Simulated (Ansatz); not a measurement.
Ideal-gas functions of BBrGeH₄ (`[BH2][GeH2][Br]`) at 500 K and 1 bar, from an Ansatz frequency run at PBE0-D4/def2-TZVP.

Molar mass 167.36 g/mol, point group Cs (symmetry number 1), electronic degeneracy 1, moments of inertia 44.29, 270.909, 308.911 u Å². Harmonic wavenumbers (cm⁻¹, unscaled): 93, 133, 298, 328, 560, 609, 625, 755, 847, 918, 1156, 2139, 2143, 2603, 2709.

Use S(trans) = R[1.5 ln M + 2.5 ln T − 1.1517]; rotational temperatures θ = 24.2544 K / I; S(rot) = R[ln(√π/σ · √(T³/θAθBθC)) + 1.5]; for each mode x = 1.438777 ν̃/T, S = R[x/(eˣ − 1) − ln(1 − e⁻ˣ)] and H = RT x/(eˣ − 1); 1 cm⁻¹ = 0.0119627 kJ/mol; R = 8.31446 J/(mol·K).

Problem. By hand: the entropy, in J/(mol·K).

Solution. Translation 183.5. Rotation: θ = 0.5476, 0.0895, 0.0785 K, giving 117.9. Vibration, mode by mode: 19.30, 16.35, 9.84, 9.10, 5.19, 4.64, 4.47, 3.33, 2.70, 2.30, 1.33, 0.13, 0.13, 0.04, 0.03, in all 78.9. Electronic 0.0. Sum 380.3 J/(mol·K).

Problem. By hand: H − E and G − E in kJ/mol, counted from the electronic energy.

Solution. Zero-point energy ½ × 15916 × 0.0119627 = 95.2; thermal vibration 20.5; translation, rotation and pV give 4 RT = 16.6. H − E = 132.3 kJ/mol, and G − E = 132.3 − 500 × 380.3/1000 = -57.8 kJ/mol.

Vibration gives 21 % of the entropy, 35.7 J/(mol·K) of it from the modes under 150 cm⁻¹: soft modes count most, and the harmonic formula is weakest for them.
